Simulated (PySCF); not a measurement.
Species: C₃HN₃Si.
Bonds: N1–C2 (triple), C2–Si3, Si3–C4, C4–N5 (triple), Si3–C6, C6–N7 (triple). Hydrogens: H8 on Si3.

Method: PySCF, TDDFT B3LYP/def2-SVPD, vertical, gas phase, core orbitals frozen in the response. Geometry: PBE0-D3(BJ)/def2-SVP; no solvent, vibrations or thermal averaging.

```csv
state,λ (nm),E (eV),f,|μ| (D),symmetry,"main configurations (H = HOMO, L = LUMO)"
S1,188.0,6.59,0.0000,0.00,–,"H→L (54%), H-3/H-2→L+1/L+2 (≥29%)"
S2,186.2,6.66,0.0013,0.22,–,"H-1→L+1/L+2 (≥36%), H-3/H-2→L (≥17%), H-3/H-2→L+1/L+2 (≥12%)"
S3,186.1,6.66,0.0013,0.22,–,"H-1→L+1/L+2 (≥37%), H-3/H-2→L (≥16%), H-3/H-2→L+1/L+2 (≥12%)"
S4,182.9,6.78,0.0000,0.00,–,"H-3/H-2→L+1/L+2 (≥46%), H→L (35%)"
S5,182.2,6.81,0.0004,0.13,–,"H-3/H-2→L (≥35%), H→L+1/L+2 (≥28%), H-1→L+1/L+2 (≥16%)"
S6,182.2,6.81,0.0004,0.13,–,"H-3/H-2→L (≥36%), H→L+1/L+2 (≥28%), H-1→L+1/L+2 (≥15%)"
S7,177.7,6.98,0.0045,0.41,A1,"H-1→L (52%), H-3/H-2→L+1/L+2 (≥22%)"
S8,177.2,7.00,0.0048,0.43,E,"H-4→L (46%), H-3/H-2→L (≥8%), H→L+3 (8%)"
S9,177.2,7.00,0.0049,0.43,E,"H-5→L (45%), H-3/H-2→L (≥9%), H→L+4 (8%)"
```

Triplets, Tamm–Dancoff:

```json
{"state": "T1", "E (eV)": "5.55", "λ (nm)": "223.4", "main configurations (H = HOMO, L = LUMO)": "H→L+1/L+2 (≥32%), H-3/H-2→L (≥14%)"}
{"state": "T2", "E (eV)": "5.55", "λ (nm)": "223.4", "main configurations (H = HOMO, L = LUMO)": "H→L+1/L+2 (≥30%), H-3/H-2→L (≥14%)"}
{"state": "T3", "E (eV)": "5.59", "λ (nm)": "221.8", "main configurations (H = HOMO, L = LUMO)": "H-1→L (30%), H-3/H-2→L+1/L+2 (≥18%)"}
{"state": "T4", "E (eV)": "5.97", "λ (nm)": "207.8", "main configurations (H = HOMO, L = LUMO)": "H→L (35%), H-3/H-2→L+1/L+2 (≥29%)"}
```

The lowest singlet lies at 6.59 eV (188 nm, vacuum ultraviolet) and is dark (f under 0.0005); its leading configuration is HOMO→LUMO (54%). The strongest level in the table is S8/S9 at 7.00 eV (177 nm, f = 0.0098 summed). It is the last of those listed, so stronger ones may follow. S2/S3, S5/S6 and S8/S9 lie within about 0.01 eV of each other in each set; the point group C3v has degenerate representations, and within a degenerate level the listed configurations can mix freely. Löwdin shares by element: HOMO (one of a set within 0.03 eV) nitrogen 54%, carbon 16% or more (atoms not listed hold the other 30%); LUMO carbon 35%, silicon 22% (atoms not listed hold the other 43%). Orbital energies (eV): HOMO-3 -10.75, HOMO-2 -10.75, HOMO-1 -10.69, HOMO -10.67, LUMO -2.66, LUMO+1 -2.51, LUMO+2 -2.51. Of the 9 states listed, none reaches f = 0.01 and 4 stay under 0.0005. The oscillator strengths of these states sum to 0.018; summed over the whole spectrum of an exact calculation they would give the number of electrons, 54 (Thomas–Reiche–Kuhn). All these states lie below the vertical ionisation energy of 12.75 eV (ΔSCF). Symmetry labels in C3v follow from the direction of the transition dipole and are given only for states with f of 0.002 or more. Orbitals of the list HOMO-3 to LUMO+2 that lie within 0.01 eV of each other are written together with a slash and their weights summed (≥ marks a lower bound); for degenerate orbitals outside that list single weights are arbitrary. Only the lowest 10 singlets were computed, as vertical energies without vibronic structure. The highest level found (7.27 eV, f 0.0017 so far) is left out, since the window may have cut off a degenerate partner.

The run took 1.7 min wall on Arm Neoverse V1, one thread, shared host.
